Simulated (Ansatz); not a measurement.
Basis sets compared for `C[Si](C)(C)C#Cc1sc(-c2sc(-c3sc(C#C[Si](C)(C)C)c4c3OCCO4)c3c2OCCO3)c2c1OCCO2`. Total charge 0; singlet. Geometry PBE-D4/def2-SVP. Ansatz on 4 threads of AMD EPYC 7R13 on a shared host and a share (37 GiB) of an NVIDIA H100 80GB HBM3; times are rough, and most runs start from earlier orbitals.

```xyz
69

C    -9.703   -0.841   -2.931
Si   -8.434   -1.771   -3.985
C    -8.874   -3.610   -4.061
C    -8.376   -1.034   -5.727
C    -6.769   -1.604   -3.216
C    -5.653   -1.496   -2.685
C    -4.392   -1.367   -2.091
S    -3.409    0.082   -2.317
C    -2.106   -0.550   -1.323
C    -0.916    0.194   -1.039
S     0.366   -0.418   -0.002
C     1.305    1.063   -0.146
C     2.555    1.200    0.552
S     2.787    0.454    2.123
C     4.444    1.041    2.255
C     5.249    0.737    3.360
C     5.956    0.463    4.341
Si    7.002    0.053    5.801
C     7.317    1.631    6.798
C     6.075   -1.214    6.856
C     8.643   -0.670    5.197
C     4.768    1.799    1.124
C     3.713    1.879    0.165
O     3.862    2.519   -1.030
C     4.958    3.434   -1.009
C     6.200    2.780   -0.419
O     5.981    2.384    0.939
C     0.649    1.973   -0.977
C    -0.586    1.476   -1.485
O    -1.395    2.202   -2.311
C    -1.076    3.597   -2.296
C     0.431    3.807   -2.375
O     1.091    3.234   -1.245
C    -2.438   -1.826   -0.856
C    -3.715   -2.287   -1.281
O    -4.215   -3.501   -0.927
C    -3.211   -4.365   -0.385
C    -2.315   -3.624    0.600
O    -1.614   -2.562   -0.054
H   -10.718   -0.928   -3.371
H    -9.447    0.235   -2.862
H    -9.736   -1.249   -1.901
H    -8.136   -4.168   -4.671
H    -8.884   -4.055   -3.046
H    -9.877   -3.754   -4.512
H    -7.634   -1.565   -6.358
H    -9.368   -1.112   -6.218
H    -8.092    0.037   -5.694
H     6.364    2.074    7.150
H     7.948    1.414    7.685
H     7.839    2.390    6.181
H     5.102   -0.808    7.200
H     6.671   -1.488    7.751
H     5.873   -2.139    6.279
H     9.300   -0.922    6.055
H     9.181    0.055    4.553
H     8.476   -1.592    4.605
H     4.685    4.338   -0.416
H     5.138    3.739   -2.058
H     7.053    3.487   -0.407
H     6.482    1.891   -1.028
H    -1.586    4.048   -3.170
H    -1.476    4.064   -1.367
H     0.827    3.357   -3.314
H     0.674    4.888   -2.370
H    -2.593   -4.787   -1.211
H    -3.745   -5.195    0.118
H    -2.927   -3.213    1.436
H    -1.546   -4.302    1.020
```

Single mean-field runs in def2-SVP, def2-TZVP are fitted with def2-universal-jkfit.

Binding counts from free atoms (C triplet, Si triplet, S triplet, O triplet, H doublet) in the same basis, without a counterpoise term.

| level | functions | energy (Eh) | HOMO (eV) | LUMO (eV) | binding per atom (eV) | wall time |
| --- | --- | --- | --- | --- | --- | --- |
| PBE-D4/def2-SVP | 716 | -3305.6416 | -4.11 | -2.29 | 4.93 | 8.5 s |
| PBE0-D4/def2-SVP | 716 | -3305.8742 | -4.99 | -1.84 | 4.81 | 9.5 s |

Problem. Estimate the rows for PBE-D4/def2-TZVP (with forces), PBE0-D4/def2-TZVP (with forces).

Solution. 
```
                          level  functions  energy (Eh)  HOMO (eV)  LUMO (eV)  binding per atom (eV)  wall time
 PBE-D4/def2-TZVP (with forces)       1419   -3307.9463      -4.20      -2.41                   4.87       16 s
PBE0-D4/def2-TZVP (with forces)       1419   -3308.1617      -5.00      -1.89                   4.75       21 s
```
